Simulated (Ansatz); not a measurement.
The first iterations of a band of AlCl$_{2}$H$_{3}$O (7 atoms, charge 0, multiplicity 1).

Theory: Ansatz 0.2.0, RKS B3LYP-D4/6-31G*.

```
movable images  : 7
climbing image  : yes
spring          : 5.0 eV/Å²
optimiser       : quadratic models (default)
start path      : through a guess of the saddle point
force threshold : 0.03 eV/Å
iteration limit : 60
end points      : relaxed
```

First end point:

```xyz
7
Properties=species:S:1:pos:R:3
Al 0.075 0.020 0.123
H 0.024 0.709 1.539
Cl 1.827 0.223 -1.059
Cl -1.761 -0.152 -0.979
O 0.106 -1.900 0.679
H -0.617 -2.390 0.243
H 0.018 -2.034 1.639
```

Last end point:

```xyz
7
Properties=species:S:1:pos:R:3
Al 0.047 -0.716 -0.487
H -0.005 0.293 2.079
Cl 1.814 0.342 -0.830
Cl -1.799 0.222 -0.837
O 0.152 -2.349 -0.038
H -0.642 -2.884 0.087
H 0.103 -0.433 2.210
```

| iteration | highest image above the first end (eV) | largest band force component (eV/Å) |
| --- | --- | --- |
| 1 | 2.542 | 5.493 |
| 2 | 1.264 | 2.203 |
| 3 | 0.969 | 2.465 |

Task: Does the band converge within its limit, and where does its top end?

Result: It converged. It ended after 9 iterations with the highest image 0.954 eV above the first end. A vibrational analysis at the climbing image gives one clearly imaginary mode, 1363i cm⁻¹: a first-order saddle point. The orbitals stay closed-shell, which can raise the energy where a bond breaks towards radicals; this wasn't checked here.

Run time: 4.2 min on 1 thread of Arm Neoverse V1, on a shared host, peak memory 0.16 GiB.
